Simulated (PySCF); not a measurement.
Job file and geometry (Å, from PBE0-D3(BJ)/def2-SVP) of a spin–spin coupling run on SMILES [CH3][Ge]([CH3])([CH3])[C]#N, C4H9GeN, PySCF, PBE/pcJ-1 Ge:pcSseg-1 indirect spin-spin coupling, non-relativistic, gas phase; density fitting, a coarse starting grid and PySCF grid level 2 are the driver's defaults:

```
$ OMP_NUM_THREADS=1 python probes_run.py task.json out

{"job": {"kind": "j", "xc": "PBE", "basis": "pcJ-1"}, "charge": 0, "multiplicity": 1}
Ge    -0.002239    -0.004916     0.167847
C     -0.008097    -0.005378     2.113397
N     -0.011400    -0.011751     3.273408
C      1.865619    -0.011992    -0.374005
H      1.937812    -0.023587    -1.471810
H      2.378507    -0.899904     0.021698
H      2.378903     0.885083     0.000693
C     -0.927937     1.616389    -0.380389
H     -0.940643     1.688983    -1.477907
H     -0.420312     2.503981     0.023358
H     -1.965135     1.609704    -0.016247
C     -0.941539    -1.618948    -0.377246
H     -1.973430    -1.609074     0.001800
H     -0.432302    -2.510756     0.014534
H     -0.970588    -1.683945    -1.475132
```

Question: Write the output of this run.

Answer: 
```
coarse grid: 55504 points
cycle   1  E = -2288.6004412458  dE = -4.374e-01  |g| = 1.337e+00  |ddm| = 3.304e+00
cycle   2  E = -2288.1507401965  dE =  4.497e-01  |g| = 1.992e+00  |ddm| = 1.998e+00
cycle   3  E = -2288.6837318718  dE = -5.330e-01  |g| = 7.741e-01  |ddm| = 1.594e+00
cycle   4  E = -2288.8105924327  dE = -1.269e-01  |g| = 1.624e-01  |ddm| = 4.697e-01
cycle   5  E = -2288.8156033454  dE = -5.011e-03  |g| = 3.661e-02  |ddm| = 1.392e-01
cycle   6  E = -2288.8159837998  dE = -3.805e-04  |g| = 7.556e-03  |ddm| = 4.829e-02
cycle   7  E = -2288.8159957688  dE = -1.197e-05  |g| = 3.131e-03  |ddm| = 1.023e-02
cycle   8  E = -2288.8159983363  dE = -2.568e-06  |g| = 6.321e-04  |ddm| = 3.482e-03
final grid: 117216 points
cycle   9  E = -2288.8160188466  dE =  1.881e-07  |g| = 1.206e-03  |ddm| = 2.003e-03
cycle  10  E = -2288.8160161904  dE =  2.656e-06  |g| = 3.687e-03  |ddm| = 2.632e-03
cycle  11  E = -2288.8160191025  dE = -2.912e-06  |g| = 5.746e-04  |ddm| = 2.074e-03
cycle  12  E = -2288.8160191781  dE = -7.567e-08  |g| = 6.085e-05  |ddm| = 4.110e-04
cycle  13  E = -2288.8160191787  dE = -5.653e-10  |g| = 4.694e-06  |ddm| = 4.358e-05
converged SCF energy = -2288.8160191787

Indirect spin-spin couplings (Hz)
  i      j    bonds     total        FC       PSO       DSO        SD
  1 C    2 N    1     -4.771    -1.145     1.946    -0.024    -5.548
  1 C    3 C    2      4.186     4.288    -0.070    -0.032         -
  1 C    4 H    3      8.394     8.691     0.255    -0.552         -
  1 C    5 H    3      0.197     0.193    -0.077     0.081         -
  1 C    6 H    3      0.120     0.121    -0.073     0.072         -
  1 C    7 C    2      4.244     4.346    -0.070    -0.032         -
  1 C    8 H    3      8.415     8.711     0.255    -0.551         -
  1 C    9 H    3      0.250     0.243    -0.079     0.086         -
  1 C   10 H    3      0.089     0.091    -0.071     0.070         -
  1 C   11 C    2      4.244     4.345    -0.070    -0.031         -
  1 C   12 H    3      0.152     0.150    -0.075     0.078         -
  1 C   13 H    3      0.188     0.184    -0.077     0.081         -
  1 C   14 H    3      8.419     8.715     0.255    -0.551         -
  2 N    3 C    3     -0.108    -0.160     0.012     0.030     0.009
  2 N    7 C    3     -0.110    -0.161     0.012     0.030     0.010
  2 N   11 C    3     -0.110    -0.162     0.014     0.029     0.008
  3 C    4 H    1    123.070   120.533     1.551     0.986         -
  3 C    5 H    1    126.629   124.203     1.440     0.985         -
  3 C    6 H    1    126.358   123.927     1.446     0.985         -
  3 C    7 C    2      3.130     3.352    -0.130    -0.092         -
  3 C    8 H    3     -0.266    -0.164     0.021    -0.122         -
  3 C    9 H    3     -0.024     0.058     0.007    -0.089         -
  3 C   10 H    3      5.398     5.796     0.261    -0.659         -
  3 C   11 C    2      3.120     3.341    -0.129    -0.092         -
  3 C   12 H    3      5.386     5.785     0.261    -0.660         -
  3 C   13 H    3      0.008     0.089     0.005    -0.085         -
  3 C   14 H    3     -0.300    -0.195     0.024    -0.129         -
  4 H    5 H    2    -11.833   -12.904     2.828    -1.757         -
  4 H    6 H    2    -11.914   -12.986     2.816    -1.745         -
  4 H    7 C    3     -0.334    -0.226     0.026    -0.134         -
  4 H   10 H    4     -1.033    -0.327     1.042    -1.748         -
  4 H   11 C    3     -0.288    -0.184     0.023    -0.127         -
  4 H   12 H    4     -1.021    -0.317     1.046    -1.750         -
  5 H    6 H    2    -12.032   -13.088     2.799    -1.743         -
  5 H    7 C    3      5.397     5.795     0.261    -0.659         -
  5 H    8 H    4     -1.011    -0.311     1.051    -1.751         -
  5 H    9 H    4     -0.963    -0.320     0.995    -1.638         -
  5 H   10 H    4      0.615     1.745     1.267    -2.397         -
  5 H   11 C    3     -0.004     0.078     0.006    -0.087         -
  5 H   12 H    4     -0.958    -0.313     1.001    -1.647         -
  6 H    7 C    3      0.054     0.131     0.002    -0.078         -
  6 H    9 H    4      0.151    -0.070    -0.697     0.918         -
  6 H   10 H    4     -0.941    -0.301     1.006    -1.646         -
  6 H   11 C    3      5.400     5.799     0.261    -0.660         -
  6 H   12 H    4      0.607     1.739     1.267    -2.399         -
  6 H   13 H    4     -0.959    -0.314     1.003    -1.648         -
  6 H   14 H    4     -1.024    -0.320     1.045    -1.748         -
  7 C    8 H    1    123.103   120.569     1.549     0.985         -
  7 C    9 H    1    126.457   124.029     1.443     0.985         -
  7 C   10 H    1    126.587   124.160     1.443     0.984         -
  7 C   11 C    2      3.111     3.332    -0.129    -0.092         -
  7 C   12 H    3      0.039     0.116     0.004    -0.081         -
  7 C   13 H    3      5.390     5.789     0.260    -0.659         -
  7 C   14 H    3     -0.320    -0.211     0.025    -0.133         -
  8 H    9 H    2    -11.918   -12.988     2.820    -1.750         -
  8 H   10 H    2    -11.826   -12.896     2.828    -1.759         -
  8 H   11 C    3     -0.351    -0.240     0.028    -0.140         -
  8 H   13 H    4     -1.044    -0.329     1.052    -1.766         -
  9 H   10 H    2    -12.007   -13.063     2.800    -1.744         -
  9 H   11 C    3      5.368     5.766     0.260    -0.659         -
  9 H   12 H    4     -0.944    -0.309     0.990    -1.625         -
  9 H   13 H    4      0.602     1.733     1.265    -2.395         -
  9 H   14 H    4     -1.031    -0.320     1.055    -1.766         -
 10 H   11 C    3      0.073     0.147     0.001    -0.076         -
 10 H   12 H    4      0.157    -0.075    -0.718     0.950         -
 10 H   13 H    4     -0.937    -0.303     0.996    -1.630         -
 11 C   12 H    1    126.559   124.131     1.442     0.985         -
 11 C   13 H    1    126.616   124.190     1.441     0.985         -
 11 C   14 H    1    123.152   120.618     1.548     0.985         -
 12 H   13 H    2    -11.995   -13.053     2.801    -1.744         -
 12 H   14 H    2    -11.841   -12.912     2.825    -1.754         -
 13 H   14 H    2    -11.844   -12.914     2.827    -1.756         -
```

Size and cost of the density-fitted run: 266 basis functions, 50 s wall time on 1 thread of an Arm Neoverse V1, shared host; peak memory 1.1 GiB.
